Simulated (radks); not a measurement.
The numbers below are computed, except where a source is named.
Q: Radial electron density D(r) = 4 pi r^2 rho(r) of an atom or ion with 12 electrons. Level of theory: Dirac Kohn-Sham, PBE, spin-unpolarised, spherical densities, point nucleus (a radial shooting solver on a logarithmic mesh with Libxc functionals).

r (bohr),D(r) (e/bohr)
0.01099,2.447
0.01249,3.018
0.01431,3.745
0.01626,4.555
0.01863,5.561
0.02134,6.720
0.02426,7.944
0.02779,9.370
0.03158,10.79
0.03618,12.34
0.04113,13.75
0.04712,15.11
0.05355,16.14
0.06135,16.86
0.06973,17.10
0.07989,16.83
0.0908,16.09
0.104,14.90
0.1192,13.48
0.1355,12.19
0.1552,11.17
0.1764,10.77
0.2021,11.07
0.2297,11.99
0.2631,13.39
0.2991,14.71
0.3426,15.66
0.3894,15.77
0.4461,14.83
0.5111,12.89
0.5809,10.44
0.6656,7.646
0.7564,5.254
0.8667,3.292
0.985,2.085
1.128,1.384
1.283,1.077
1.469,0.9102
1.67,0.7725
1.913,0.6039
2.175,0.4499
2.491,0.3327
2.854,0.2808
3.244,0.2784
3.717,0.2886
4.224,0.2787
4.84,0.2321
5.501,0.1645
6.302,0.09357
7.163,0.04488
8.206,0.01595
9.327,0.004564
10.69,0.0008646
12.14,0.0001274

What is the nuclear charge?

A: Z = 15. The innermost maximum, from 1s, lies near gamma/Z bohr with gamma = sqrt(1 - (Z/c)^2) = 0.994, here 0.0663 bohr (found: 0.0697), and its height grows with Z. The density is that of the phosphorus ion P3+ in [Ne] 3s1 4f1; the configuration itself is not fixed sharply by these data, and Z only to about a unit. D(r) has 3 maxima, at r = 0.0697, 0.371, 3.81 bohr, and minima at 0.179, 3.04 bohr, inside which lie 2.20, 11.17 electrons.
